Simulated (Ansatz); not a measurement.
Zn₂Se⁺, relaxed as a doublet with UKS r2SCAN-D4/def2-TZVP in Ansatz, starting from the GFN1-xTB geometry. Force threshold 0.02 eV/Å.

The relaxation made no stability test and no search for a lower SCF solution. The structure comes from a short search, and lower isomers may exist.

Start:

```xyz
3

Zn   -1.640   -1.376    0.333
Zn    1.727    1.143   -0.639
Se   -0.087    0.233    0.306
```

| step | energy (eV) | largest force component (eV/Å) | SCF passes |
| --- | --- | --- | --- |
| 1 | -162180.8281 | 0.862 | 22 |
| 2 | -162180.9773 | 0.530 | 31 |
| 3 | -162181.0770 | 0.221 | 29 |
| 4 | -162181.1067 | 0.151 | 28 |
| 5 | -162181.1082 | 0.078 | 26 |
| 6 | -162181.1087 | 0.001 | 26 |

Force components are those of the run's own axes.

End:

```xyz
3

Zn   -1.386   -1.366    0.090
Zn    1.576    0.850   -0.766
Se   -0.191    0.516    0.676
```

By distances, no bond broke or formed. The bond that changes most is Zn1–Se3, from 2.24 to 2.31 Å (atoms count from 1).

No frequencies were taken in this run, so the end may be a saddle point.

It took 24 s on 4 threads of Arm Neoverse V1 on a shared host.
